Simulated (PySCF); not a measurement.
C9H12O, SMILES CCc1ccc(OC)cc1, GFN2-xTB optimised geometry. Atoms within 1.6 Å of the plane z = 0.0 Å (x, y, z in Å): C1 (1.72, 3.44, 1.50), C2 (1.49, 3.01, 0.05), C3 (0.72, 1.72, 0.00), C4 (-0.67, 1.72, 0.00), C5 (-1.38, 0.54, 0.00), C6 (-0.71, -0.69, -0.01), O7 (-1.51, -1.80, -0.01), C8 (-0.89, -3.06, -0.02), C9 (0.68, -0.70, 0.00), C10 (1.38, 0.50, 0.00), H13 (2.27, 4.37, 1.54), H14 (0.94, 3.79, -0.47), H15 (2.46, 2.88, -0.44), H16 (-1.20, 2.66, 0.00), H17 (-2.46, 0.53, -0.01), H18 (-0.27, -3.21, -0.91), H19 (-1.70, -3.79, -0.02), H20 (-0.28, -3.22, 0.88), H21 (1.23, -1.63, -0.01), H22 (2.46, 0.47, 0.00).

Level of theory: B3LYP/def2-SVP (PySCF 2.14.0). Cells within 0.4 Å of a nucleus heavier than hydrogen are left out (blank, or x).

Map of the electron localisation function on the plane z = 0.0 Å:

```
|00000000000000000000000000000|
|00000000000000000000000000000|
|00000000000000000000000000000|
|00000000000000156200000000000|
|00000000000000399720000000000|
|00000000027600299952100000000|
|00000000189980079537873000000|
|00000000299994025xx9997100000|
|00000000079996248648997100000|
|00000000017964845953541000000|
|000000000025xx9xx520000000000|
|00000169854873746853541000000|
|00000399993x84148x49999200000|
|0000049999xx42024xx9999500000|
|00000299985894359759999300000|
|000000121037xx8xx732575000000|
|000000000014xx9xx630000000000|
|00000001577884659993000000000|
|0000000379xx61059998100000000|
|00000002686771009999200000000|
|00000000124844300575000000000|
|00000000015xx4610000000000000|
|000000017999x5510000000000000|
|00000008999952200000000000000|
|00000007999940000000000000000|
|00000001999810000000000000000|
|00000000156200000000000000000|
|00000000000000000000000000000|
|00000000000000000000000000000|
```
Scale: ten equal steps from 0.000 (start of '0') to 1.000 (end of '9'), in the order '0123456789'; x runs from -6.00 to 6.00, y from -6.00 (bottom) to 6.00 (top).
